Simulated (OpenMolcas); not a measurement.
**Ti2+: ligand-field states by method**

Ti2+ with 6 ligands (chloride) in octahedral coordination (Oh) at 2.62 Å. A charge of +0.667 e stands 2.6 Å behind each ligand. Ligand basis ANO-RCC-VDZP.

```
Program             : OpenMolcas 26.06
Basis               : ANO-RCC-VTZP [6s5p3d2f1g]
Scalar Hamiltonian  : DKH2, point nucleus
Active space        : 2 electrons in 5 orbitals (3d)
State averaging     : 2S+1 = 3 even, 10 roots; 2S+1 = 1 even, 15 roots
Spin-orbit coupling : RASSI with atomic mean-field integrals over the reference wave functions
```

I. CASSCF
II. SS-CASPT2, IPEA 0.25 Eh, imaginary shift 0.1 Eh (closed shells correlated: 3s 3p and the ligand valence shells)

Spin-free states (labels of O, the rotations of Oh) in cm-1, each column counted from its own energy of the first state listed:

```csv
State,Degeneracy,I,II
3T1,3,0,0
3T2,3,5061,5680
3A2,1,11026,12550
1T2,3,11506,8110
1E,2,12035,9160
3T1,3,16814,14680
1T2,3,19127,16130
1A1,1,20799,16350
1T1,3,21098,18690
1E,2,24666,22640
1A1,1,44664,35350
```

From I to II, I's first state of the same spin (3T2) moves from 5061 to 5680 cm-1, by about +620 cm-1.

From I to II, I's first state of another spin (1T2) moves from 11506 to 8110 cm-1, by about -3400 cm-1.

I: A least-squares ligand-field fit to the states below 45000 cm-1, each weighted by its degeneracy and with a free common offset, gives 10Dq = 5948 cm-1, B = 835 cm-1 and C = 3001 cm-1 (C/B = 3.59), with an rms deviation of 83 cm-1. The same method and metal basis give the free ion B = 891 cm-1 (fit to its terms below 60000 cm-1, rms deviation 68 cm-1), so the nephelauxetic ratio is β = 835 / 891 = 0.94; it hangs on how both fits weigh the states, and computed free-ion B values tend to be too large, so β mixes covalency with correlation.

χT at 300 K: I 1.12, II 1.12 cm3 K/mol.

Roots that are degenerate in the reference are averaged as groups; the widest CASPT2 spread within a group is 450 cm-1 (the 3-fold group of multiplicity 3 near 5680 cm-1 above the lowest state of its run, II). Shifts and gaps below about the spread of the groups concerned are not significant. Over all roots computed the reference weight is 0.66 to 0.68 in II; a low but even weight reflects the number of correlated electrons. An orbital triplet at a regular site is open to Jahn-Teller coupling, which can distort the site and quench the lowest spin-orbit gaps and is left out. Ligand-to-metal charge-transfer states are missing. With no ligand orbital active B as a rule stays too high, so bands that hang on it stand too high and its fall with covalency is understated. Without dynamic correlation the repulsion within the d shell is too large (B by tens of per cent), so at a given field states of lower spin stand too high (holds for I). With metal d orbitals alone and no dynamic correlation the field as a rule comes out too small, by tens of per cent, by up to half for chloride and softer ligands (holds for I). These CASPT2 states fit no ligand-field parameters well, so their order and spin gaps are uncertain (holds for II). With one d shell and no ligand orbital active, 10Dq can be off by tens of per cent for divalent 3d ions, low with halides held by bare charges and at times high in hosts (holds for II). Free-ion shares, where given, are those of the reference states; single-state CASPT2 does not remix them (holds for II). No measured value stands beside these numbers; the geometry is a model, was not optimised and need not be the one that this ion takes.
